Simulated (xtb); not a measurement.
B(OH)(NH2)2 (BH5N2O), SMILES OB(N)N. All values are semi-empirical tight-binding results from xtb (GFN2-xTB unless named), good for trends rather than for accurate numbers. Coordinates come from a GFN2-xTB optimisation. One conformer was computed; it need not be the lowest.

Optimised geometry:

```xyz
9

B      0.0308     0.0082     0.0000
O      1.3809    -0.2452     0.0000
H      1.5923    -1.1762     0.0000
N     -0.3794     1.3554     0.0000
H      0.2862     2.1040     0.0000
H     -1.3354     1.6537     0.0000
N     -0.9263    -1.0376     0.0000
H     -1.9148    -0.8729     0.0000
H     -0.6894    -2.0124     0.0000
```
Charge 0, spin multiplicity 1.

Task: Estimate the properties. (Estimate from the structure and the level; the computed values follow.)

Result: 
```json
{
 "point_group_as_xtb_finds_it": "Cs",
 "orbital_gap": "7.49 eV",
 "dipole_moment": "1.89 D",
 "zero_point_energy": "43.2 kcal/mol",
 "G − E(el) at 298.15 K (modified RRHO)": "25.9 kcal/mol",
 "static polarisability (D4 model)": "39.1 bohr³",
 "solvation energy, GFN2-xTB/ALPB(water)": "-8.0 kcal/mol",
 "solvation energy, GFN2-xTB/ALPB(ch2cl2)": "-5.2 kcal/mol"
}
```

Task: Give the IR lines (harmonic; lines under 4 % of the strongest left out, lines within 3 cm⁻¹ merged). (An estimate is asked for; the answer gives what the named calculation found.)

Result: ν (cm⁻¹): 292 (s), 410 (m), 460 (m), 469 (m), 525 (m), 860 (w), 977 (m), 1297 (vs), 1385 (s), 1526 (m), 1544 (m) (against the strongest line: vs over 80 %, s over 45 %, m over 15 %, w over 4 %, vw less)

Computed atomic charges and the Wiberg bond orders between heavy atoms:
charges (e) B1 0.39, O2 -0.50, H3 0.28, N4 -0.38, H5 0.16, H6 0.15, N7 -0.40, H8 0.15, H9 0.14. Bond orders B1–O2 1.08, B1–N4 1.20, B1–N7 1.17.
